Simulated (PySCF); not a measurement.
**Assignment exercise: C$_{5}$H$_{10}$N$_{2}$**

Geometry:
```tsv
atom	x (Å)	y (Å)	z (Å)
C1	-1.237	1.200	-0.080
C2	-0.764	-0.257	-0.146
C3	-1.918	-1.210	0.162
N4	0.239	-0.456	0.863
C5	1.468	-0.235	0.694
C6	2.185	0.249	-0.496
N7	3.417	0.506	-0.559
H8	-1.588	1.426	0.924
H9	-0.421	1.878	-0.323
H10	-2.050	1.358	-0.783
H11	-0.389	-0.461	-1.161
H12	-2.728	-1.065	-0.548
H13	-1.580	-2.241	0.105
H14	-2.286	-1.024	1.167
H15	2.101	-0.416	1.563
H16	1.615	0.418	-1.404
H17	3.928	0.343	0.311
```

Computed data (PySCF 2.14): geometry from GFN2-xTB, NMR shieldings at PBE0/pcSseg-1/GIAO. No solvent model, non-relativistic Hamiltonian, rapidly exchanging positions averaged, single conformer.

Scale: ¹³C (186.93 ppm) and ¹H (31.72 ppm) vs TMS (reference shieldings calculated alike).

(1) Assign these signals to the numbered atoms. ¹³C{¹H} NMR (computed): δ 161.2 (CH), 161.0 (CH), 54.8 (CH), 27.9 (CH3).

(2) Assign these signals to the numbered atoms. ¹H NMR (500 MHz, computed): δ 11.66 (br s, 1H), 8.48 (d, 1H), 7.49 (d, 1H), 4.31 (sept, 1H), 1.33 (d, 6H).

Results:

(1) 
161.2 → C6, carbon bonded to C, N, H
161.0 → C5, carbon bonded to C, N, H
54.8 → C2, carbon bonded to 2 C, N, H
27.9 → C1/C3, carbon bonded to C, 3 H

C6 and C5 lie closer than the usual error of such a calculation, so a measured spectrum could show them in the other order.

(2) 
11.66 → H17, hydrogen on a nitrogen bonded to C
8.48 → H16, hydrogen on a carbon bonded to C, N
7.49 → H15, hydrogen on a carbon bonded to C, N
4.31 → H11, hydrogen on a carbon bonded to 2 C, N
1.33 → H8/H9/H10/H12/H13/H14, hydrogen on a carbon bonded to C

Exchangeable OH/NH protons stand at their gas-phase positions; hydrogen bonding in a real sample shifts them, mostly to higher δ. Shifts are as computed. Against solution values, carbons near 30 ppm lie about +3 ppm off and those near 130 ppm about +5 ppm (rms about the fit 2.1 ppm; single classes can miss by 10 ppm). Of 1328 compounds with measured shifts, 309 miss one by over three times the rms of a fit or turn the order of signals round; such compounds aren't used in these exercises. Signals without a measured value on file couldn't be tested in this way; 1H shifts scatter by 0.2 ppm about their fit, and single ones miss by 0.5 ppm. No couplings were computed; multiplicities are counted from neighbouring protons, with m where these are inequivalent, close in shift, in a saturated or five-membered ring or joined by F or P, and br s for small geminal =CH2 splittings.
